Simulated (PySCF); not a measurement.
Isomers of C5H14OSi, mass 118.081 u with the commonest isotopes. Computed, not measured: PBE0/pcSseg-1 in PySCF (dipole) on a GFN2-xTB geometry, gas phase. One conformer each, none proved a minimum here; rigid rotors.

Task: Order these by radius of gyration √(Σ m r²/M), largest first.
A. `[CH3:1][CH2:2][O:3][Si:4]([CH3:5])([CH3:6])[CH3:7]` with C1–C2–O3–Si4 180°
B. `[CH3:1][CH2:2][O:3][CH2:4][CH2:5][CH2:6][SiH3:7]` with C1–C2–O3–C4 180°, C2–O3–C4–C5 -179°, O3–C4–C5–C6 60°, C4–C5–C6–Si7 62°
C. `[CH3:1][SiH2:2][O:3][C:4]([CH3:5])([CH3:6])[CH3:7]` with C1–Si2–O3–C4 180°

Result: B (2.328 Å), A (2.083 Å), C (2.046 Å).

Task: Order these by out-of-plane moment Σ m c² = (Ia + Ib − Ic)/2, largest first.
A. `[CH3:1][CH2:2][O:3][Si:4]([CH3:5])([CH3:6])[CH3:7]` with C1–C2–O3–Si4 180°
B. `[CH3:1][CH2:2][O:3][CH2:4][CH2:5][CH2:6][SiH3:7]` with C1–C2–O3–C4 180°, C2–O3–C4–C5 -179°, O3–C4–C5–C6 60°, C4–C5–C6–Si7 62°
C. `[CH3:1][SiH2:2][O:3][C:4]([CH3:5])([CH3:6])[CH3:7]` with C1–Si2–O3–C4 180°

Result: A (84.21 u·Å²), C (59.45 u·Å²), B (40.72 u·Å²).

Task: Order these by rotational constant A, largest first.
A. `[CH3:1][CH2:2][O:3][Si:4]([CH3:5])([CH3:6])[CH3:7]` with C1–C2–O3–Si4 180°
B. `[CH3:1][CH2:2][O:3][CH2:4][CH2:5][CH2:6][SiH3:7]` with C1–C2–O3–C4 180°, C2–O3–C4–C5 -179°, O3–C4–C5–C6 60°, C4–C5–C6–Si7 62°
C. `[CH3:1][SiH2:2][O:3][C:4]([CH3:5])([CH3:6])[CH3:7]` with C1–Si2–O3–C4 180°

Result: C (3657 MHz), B (3552 MHz), A (2814 MHz).

```csv
SMILES,point group,Ia (u·Å²),Ib (u·Å²),Ic (u·Å²),κ,μa (D),μb (D),μc (D)
CCO[Si](C)(C)C,Cs,179.60,417.05,428.22,-0.96,0.15,1.02,0.00
CCOCCC[SiH3],C1,142.28,538.54,599.39,-0.93,0.70,0.50,0.70
C[SiH2]OC(C)(C)C,Cs,138.21,415.62,434.93,-0.96,0.84,0.25,0.00
```
